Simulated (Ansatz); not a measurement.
CH₅BrOSi, SMILES Br[SiH2]OC.

The structure is a stationary point at PBE0-D3(BJ)/def2-SVP. Other conformers were not sampled.

Two levels are set side by side: PBE/def2-SVPD (Ansatz, a first-principles code) and CAM-B3LYP/def2-SVPD (Ansatz). Energy differences of separate SCF runs at the same geometry; the states with an electron removed or added have multiplicity 2 and 2. Differences are taken from unrounded values.

| quantity | CAM-B3LYP | PBE | PBE minus CAM-B3LYP |
|---|---|---|---|
| vertical ionisation energy (eV) | 10.76 | 9.96 | -0.80 |
| vertical singlet–triplet gap (eV) | 6.88 | 6.11 | -0.77 |
